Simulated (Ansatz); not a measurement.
Cost and result for the atomization energy of `[SiH3][O][InH][Cl]` (8 atoms, 7 bonds).

Cartesian coordinates in Å:
```
Si -0.6712 0.9512 -0.8411
O -0.6903 -0.4595 -0.0164
In 0.5808 -1.4564 1.1019
Cl 2.5834 -0.2945 1.2444
H -0.4291 2.1092 0.0646
H 0.3872 0.9560 -1.8896
H -1.9932 1.1296 -1.4985
H 0.2324 -2.9355 1.8346
```

The species carries charge 0 and has multiplicity 1. Correlated methods include outer-core shells of In, which these sets cover unevenly. In takes the def2 core potential. Geometry: relaxed with PBE0-D4/def2-TZVP. It is one conformer, not always the lowest. Program: Ansatz. All runs use 4 threads of an Arm Neoverse V2 on a shared host. Times are those of one run each, without the atoms' runs, and a repeat can differ threefold. Electronic energies, without spin–orbit coupling; frozen cores. CCSD(T)/CBS adds CCSD(T) − MP2 in def2-TZVPP to the MP2 limit, and its time is that of the two runs behind it. T1 = 0.014. With those shells the extrapolation isn't a true limit.

CCSD(T)/CBS is a level of theory with its own doubt, some kJ/mol a heavy atom from the limit and from the frozen cores, so smaller differences don't rank the functionals.

```
                           level  functions  wall time  atomization (kcal/mol)  difference from CCSD(T)/CBS  per bond
          LDA (SPW92)/def2-TZVPP        221        1 s                   628.7                         63.5       9.1
            revPBE-D4/def2-TZVPP        221      1.6 s                   540.1                        -25.1      -3.6
              BLYP-D4/def2-TZVPP        221        2 s                   547.8                        -17.4      -2.5
 PBE-D4/def2-TZVPP (with forces)        221        2 s                   554.0                        -11.2      -1.6
              PBE0-D4/def2-TZVPP        221      2.6 s                   548.1                        -17.1      -2.4
                CCSD(T)/def2-SVP         96      3.3 s                   516.1                        -49.1      -7.0
               B2PLYP/def2-TZVPP        221      4.6 s                   548.8                        -16.4      -2.3
              ωB97X-V/def2-TZVPP        221        7 s                   565.4                          0.2       0.0
               B97M-V/def2-TZVPP        221      7.5 s                   564.7                         -0.5      -0.1
ωB97M-V/def2-TZVPP (with forces)        221       11 s                   561.4                         -3.8      -0.5
                  MP2/def2-QZVPP        399       18 s                   564.1                         -1.1      -0.1
              CCSD(T)/def2-TZVPP        221      100 s                   547.0                        -18.2      -2.6
               CCSD(T)/CBS(def2)          –      120 s                   565.2                          0.0       0.0
```

From BLYP to BHLYP (50 % exact exchange), in def2-TZVPP and without D4, the atomization energy moves by −2.7 kcal/mol: exact exchange takes away binding that semilocal exchange gives to molecules. In def2-TZVPP, CCSD(T) changes the Hartree–Fock value by +137.7 kcal/mol (the triples alone add +8.3 kcal/mol) and MP2 by +143.7 kcal/mol; breaking electron pairs costs correlation energy, which Hartree–Fock lacks. At CCSD(T), def2-SVP lies −49.1 kcal/mol from the extrapolated value and def2-TZVPP −18.2 kcal/mol: correlation converges slowly with the basis, and small sets miss more of it in the bonded molecule than in its fragments.

Spin–orbit coupling would lower the free In atoms strongly, and the atomization energy with them, by more than many differences here.
